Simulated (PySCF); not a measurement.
# One molecule, several mistakes: AlBClH2O cation

Calculated results; nothing here was measured. The program is PySCF 2.14.0, an open-source quantum chemistry code, run on an isolated molecule that a program drew, which may never have been made. The molecule is AlBClH2O cation (charge +1, singlet), drawn as the SMILES string `B[O][Al+][Cl]`.

Each row is a Hartree-Fock (HF) and frozen-core CCSD(T) single point in the cc-pV(D+d)Z basis, meant for a local HF minimum. Run 1 is clean. Each other run has one planted mistake out of seven kinds, and not every kind appears here: one electron removed, one electron added, multiplicity raised by two, geometry at a saddle point, minimal basis STO-3G, one bond length entered in bohr, all coordinates scaled. The reference is restricted for singlets and unrestricted otherwise, and also for a bond in bohr. Adding or removing an electron swaps singlet and doublet. Electrons count all cores. HOMO and LUMO are orbital energies over both spins, the gradient is its largest component, and the lowest frequency (negative if imaginary) is given only where the gradient is small. Bond lengths are over the 5 bonds as drawn. T1 is the CCSD diagnostic: over 0.02 (restricted) or 0.045 (unrestricted) a single reference is doubtful.

Geometry of the clean run:
```xyz
6
AlBClH2O cation, angstrom
B    -0.1756   -0.7247   -2.0881
O    -0.6598   -1.4012   -0.9604
Al   -1.2128   -2.1753    0.3283
Cl   -1.9043   -3.1432    1.9394
H     0.8817   -0.1894   -1.9863
H    -0.8583   -0.7368   -3.0619
```

```
run,electrons,basis functions,<S^2>,HOMO (eV),LUMO (eV),gradient (hartree/bohr),lowest frequency (cm^-1),mean bond (Å),longest bond (Å),T1,HF (hartree),CCSD(T) (hartree),mistake
1,44,84,0.000,-17.05,-5.26,3.0e-05,91,1.4769,2.003,0.0146,-802.00604,-802.48725,no fault
2,44,84,1.016,-16.52,-6.70,2.7e-02,-,1.7620,3.027,0.0311,-801.90652,-802.35769,one bond length entered in bohr
3,45,84,0.758,-6.45,1.27,7.1e-02,-,1.4769,2.003,0.0157,-802.22075,-802.71679,one electron added
4,44,84,2.022,-12.43,-8.10,1.5e-01,-,1.4769,2.003,0.0501,-801.84192,-802.31196,multiplicity raised by two
5,43,84,0.780,-22.87,-14.87,1.2e-01,-,1.4769,2.003,0.0235,-801.42101,-801.89113,?
6,44,30,0.000,-15.31,-1.73,4.3e-02,-,1.4769,2.003,0.0215,-792.93301,-793.07380,?
```

**Which mistake was planted in run 5, and what did it cost?**

It counts 43 electrons, one fewer than the clean run, at the same geometry and basis. So the mistake is: one electron removed. Subtracting run 1 and multiplying by 627.51 kcal/mol a hartree, the energy moved by 367.1 kcal/mol in HF and 374.1 kcal/mol in CCSD(T).

**Which mistake was planted in run 6, and what did it cost?**

It has 30 basis functions where the clean run has 84, with the same electrons and geometry. So the mistake is: minimal basis STO-3G. Subtracting run 1 and multiplying by 627.51 kcal/mol a hartree, the energy moved by 5693.4 kcal/mol in HF and 5907.0 kcal/mol in CCSD(T).

Cautions from the logs. Run 4: T1 is over the limit, so its CCSD(T) energy is less reliable; run 6: T1 is over the limit, so its CCSD(T) energy is less reliable.
